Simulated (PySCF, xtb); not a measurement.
CH₂F₂O₂Si, SMILES O=C(O)[SiH](F)F.

GFN2-xTB in xtb 6.7.1 at its own geometry gives an orbital gap of 3.79 eV and a dipole moment of 3.63 D.

Coordinates come from a B3LYP-D3(BJ)/def2-SVP optimisation. The structure was generated by enumeration, and PubChem lists no compound with its InChIKey, so it may never have been made. The values are those of a single conformer.

**Question.** What does PySCF with PBE/def2-TZVP give? (Estimate from the structure and the level; the computed values follow.)

**Answer.** gap 4.31 eV (levels -6.87 and -2.57 eV), dipole 2.75 D.
